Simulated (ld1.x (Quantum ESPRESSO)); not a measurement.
# Varying the RRKJ potential for Sm (Z = 62)

Base potential:

* Element: Sm (Z = 62)
* Generator: ld1.x (Quantum ESPRESSO) 7.5
* Type: norm-conserving RRKJ (Kleinman–Bylander form)
* Functional: LDA (PZ)
* Relativity: scalar-relativistic
* Frozen core: [Kr] 4d10 4f5
* Valence charge: 11
* Reference configuration: 5s2 5p6 5d1 6s1 6p1
* Partial waves: 5p (bound): rc 2.45 bohr; 5d (bound): rc 2.85 bohr; 5s (bound): rc 2.05 bohr
* Local potential: the s channel
* Core correction: none

Occupied shells without a wave of their own: 6p, 6s. They enter only through the test configuration that unscreens the potential.

Cutoffs, loose and tight: the cutoffs (Ry, on a coarse ladder) from which the occupation-weighted sum of valence levels, in a spherical-Bessel basis at the reference potential, stays within 10 and 1 mRy of its value at 400 Ry. They do not see the model core or the augmentation charge, which bear on the density cutoff. Test errors are all-electron minus pseudo excitation energies from the reference, over the configurations 5s2 5p6 5d1 6s2 6p0; 5s2 5p6 5d1 6s1 6p0; 5s2 5p6 5d1 6s0 6p0; 5s2 5p6 5d2 6s1 6p0; 5s2 5p6 5d1 6s0 6p1; 5s2 5p5 5d1 6s2 6p0; 5s2 5p6 5d1 6s0 6p2 (two spin-polarised tests are not counted in the largest error). A dash means not determined; rows that change the core or the reference have their own tests.

On the changes marked as counting shells twice: ld1.x takes every shell without a wave as core, so the model core holds the marked electrons as well and exchange and correlation see them twice. This cancels in the reference configuration, but the file is broken for other ones, and its errors say nothing about a proper core correction.

```tsv
change	outcome	cutoff, loose	cutoff, tight	bound ghosts	largest test error (meV)
base	generated, misses its reference levels by 0.74 eV	30 Ry	45 Ry	none	-1209
core correction a·sin(br)/r model core inside 1.02 bohr (6p, 6s counted twice)	generated, misses its reference levels by 0.74 eV	30 Ry	45 Ry	none	-1761
core correction a·sin(br)/r model core inside 1.40 bohr (6p, 6s counted twice)	generated, misses its reference levels by 0.74 eV	30 Ry	45 Ry	none	-1760
core correction a·sin(br)/r model core inside 1.68 bohr (6p, 6s counted twice)	generated, misses its reference levels by 0.74 eV	30 Ry	45 Ry	none	-1758
core correction a·sin(br)/r model core inside 2.06 bohr (6p, 6s counted twice)	generated, misses its reference levels by 0.74 eV	30 Ry	45 Ry	none	-1757
core correction a·sin(br)/r model core inside 2.42 bohr (6p, 6s counted twice)	generated, misses its reference levels by 0.74 eV	30 Ry	45 Ry	none	-1757
```
